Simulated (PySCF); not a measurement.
**Relaxation of doublet GeCl₃**

Method: PySCF, UPBE0, basis Ge def2-TZVP, Cl def2-TZVP (no relativity, density fitting). A (50,194) grid was used.

A hand-made T-shaped start, of C2v symmetry, held to at least that symmetry:

Coordinates in bohr (charge 0 multiplicity 2):
```
Ge    0.0000    0.0000   -0.8697
Cl    0.0000    0.0000    3.2877
Cl    4.1549    0.0000   -0.7246
Cl   -4.1549    0.0000   -0.7246
```

Q: What forces act on the atoms at the start (eV/Å)?

A: 
| atom | Fx | Fy | Fz |
| --- | --- | --- | --- |
| Ge1 | 0.00 | 0.00 | 1.74 |
| Cl2 | 0.00 | 0.00 | -0.17 |
| Cl3 | 0.59 | 0.00 | -0.78 |
| Cl4 | -0.59 | 0.00 | -0.78 |

Q: What does it relax to?

A: It ends at C2v with Ge–Cl 2.162 Å, Ge–Cl 2.245 Å (×2); Cl–Ge–Cl 108.8° (×2), Cl–Ge–Cl 142.5° (after a last refinement on a finer grid). A frequency run shows 1 imaginary mode, down to 238i cm⁻¹, so it is a saddle point. Other isomers or separated fragments may lie lower.

Q: How much energy is released, and in how many steps?

A: 45.2 kJ/mol in 9 steps.

The relaxation took 70 s on 4 threads of a shared Arm Neoverse N1 host, with 159 basis functions and 10 gradients; the process peaked at 0.91 GiB.
